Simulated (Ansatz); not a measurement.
Reaction (isomerisation): `O[SiH2][CH2][SbH2]` → `C[O][SbH][SiH3]`

Computed with Ansatz on PBE0-D4/def2-TZVP structures; ΔE is electronic, products minus reactants. CCSD(T)/CBS is the MP2 limit (def2-TZVPP, def2-QZVPP) plus CCSD(T) − MP2 in def2-TZVPP, frozen cores. Functionals use def2-TZVPP. B3LYP here is the variant with VWN-RPA as its local correlation; programs differ in this. Elements past krypton have def2 core potentials. For Sb outer-core shells are correlated without core-valence functions, which leaves a few kJ/mol of doubt a bond. Each species was taken in one conformer, which may not be the lowest.

`O[SiH2][CH2][SbH2]`:

Cartesian coordinates in Å:
```
O -0.850 -0.489 1.696
Si -1.128 0.329 0.285
C 0.544 0.811 -0.339
Sb 1.958 -0.831 -0.114
H -1.599 -0.852 2.168
H -1.815 -0.544 -0.708
H -2.004 1.509 0.544
H 0.496 1.087 -1.393
H 0.947 1.656 0.223
H 2.595 -0.657 -1.697
H 0.855 -2.019 -0.664
```

`C[O][SbH][SiH3]`:

Z-matrix (Å, degrees):
```
C
O 1 1.405
H 1 1.099 2 112.0
H 1 1.099 2 112.8 3 122.2
H 1 1.094 2 107.9 3 -118.8
Sb 2 1.981 1 117.0 3 -69.0
Si 6 2.580 2 90.6 1 162.6
H 6 1.725 2 95.8 1 72.6
H 7 1.486 6 109.5 2 74.7
H 7 1.484 6 110.7 2 -46.4
H 7 1.489 6 108.4 2 -166.9
```

Task: Is it downhill or uphill in electronic energy at CCSD(T)/CBS, and by how much? (An estimate is asked.)

Result: Computed: Uphill: ΔE = +151.0 kJ/mol.

Task: What do these levels give: B97M-V, r2SCANh-D4, ωB97X-V, ωB97M-V, B3LYP, LC-ωPBE? (Best estimate.)

Result: Computed: B97M-V 145.1, r2SCANh-D4 147.3, ωB97X-V 142.1, ωB97M-V 152.5, B3LYP 133.0, LC-ωPBE 146.9 kJ/mol.

Largest T1 diagnostic among the species: 0.014.

In def2-TZVPP, CCSD(T) changes the Hartree–Fock value by +7.5 kJ/mol (the triples alone add −1.3 kJ/mol) and MP2 by +17.1 kJ/mol. The D4 term adds +4.5 kJ/mol with B3LYP and +2.2 kJ/mol with PBE0; it sums over pairs of atoms, weighted by their polarisabilities, and B3LYP, whose exchange is more repulsive, gets the larger term.
